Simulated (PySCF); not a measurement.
In (indium, neutral) across methods

[Kr] 4d10 5s2 6s1, 2S determinant (an excited configuration). Calculation: PySCF 2.14, in x2c-QZVPPall with one added diffuse shell each of s, p, d, f type (14s10p8d5f1g, 128 functions); scalar relativity by spin-free X2C-1e.

```json
{"method": "PBE", "E (hartree)": "-5880.49", "mean ε 5s α (eV)": "-10.989", "mean ε 5s β (eV)": "-10.931", "mean ε 6s α (eV)": "-1.758", "Σ⟨r²⟩ (bohr²)": "103.1", "⟨S²⟩": "0.750"}
{"method": "LDA", "E (hartree)": "-5875.08", "mean ε 5s α (eV)": "-11.338", "mean ε 5s β (eV)": "-11.283", "mean ε 6s α (eV)": "-1.719", "Σ⟨r²⟩ (bohr²)": "101.6", "⟨S²⟩": "0.750"}
{"method": "UHF", "E (hartree)": "-5878.21893", "mean ε 5s α (eV)": "-13.590", "mean ε 5s β (eV)": "-13.414", "mean ε 6s α (eV)": "-2.524", "Σ⟨r²⟩ (bohr²)": "108.5", "⟨S²⟩": "0.750"}
{"method": "r2SCAN", "E (hartree)": "-5880.90", "mean ε 5s α (eV)": "-11.142", "mean ε 5s β (eV)": "-11.224", "mean ε 6s α (eV)": "-1.701", "Σ⟨r²⟩ (bohr²)": "103.8", "⟨S²⟩": "0.750"}
```

Problem. Estimate the same row for PBE0.

Solution. E (hartree) = -5880.56; mean ε 5s α (eV) = -11.849; mean ε 5s β (eV) = -11.769; mean ε 6s α (eV) = -2.031; Σ⟨r²⟩ (bohr²) = 104.1; ⟨S²⟩ = 0.750.

The outer electron is Rydberg-like, and this basis confines it to a smaller radius and binds it less than a complete one would.
